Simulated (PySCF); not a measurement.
**Two-component Hartree-Fock for Zn²⁺ (zinc, charge +2)**

Start: [Ar] 3d10. Calculated with PySCF 2.14 in x2c-SVPall-2c: generalised Hartree-Fock with the X2C-1e Hamiltonian and a Gaussian nucleus; one run each with spin-orbit coupling (SO) switched off, then screened by Boettger's factors.

```tsv
spinor shell	electrons	ε, spin-free (eV)	ε, screened SO (eV)	weight of nominal j (screened SO)	rms radius, screened SO (bohr)
1s1/2	2	-9747.5	-9747.5	1.000	0.0581
2s1/2	2	-1253.3	-1253.3	1.000	0.245
2p1/2	2	-1085.3	-1101.7	1.000	0.217
2p3/2	4	-1085.3	-1077.3	1.000	0.220
3s1/2	2	-178.31	-178.31	1.000	0.733
3p1/2	2	-126.29	-128.52	1.000	0.773
3p3/2	4	-126.29	-125.20	1.000	0.780
3d3/2	4	-41.510	-41.755	1.000	0.982
3d5/2	6	-41.510	-41.347	1.000	0.989
```

```
   quantity    spin-free  screened SO
E (hartree)  -1793.04471  -1793.08438
        M_J            0            0
       ⟨J²⟩        0.000        0.000
       ⟨L²⟩        0.000        0.001
       ⟨S²⟩        0.000        0.001
```

Without spin-orbit coupling the j labels of p, d and f shells carry no meaning; the spin-free column gives the mean over the occupied spinors of each nl shell.
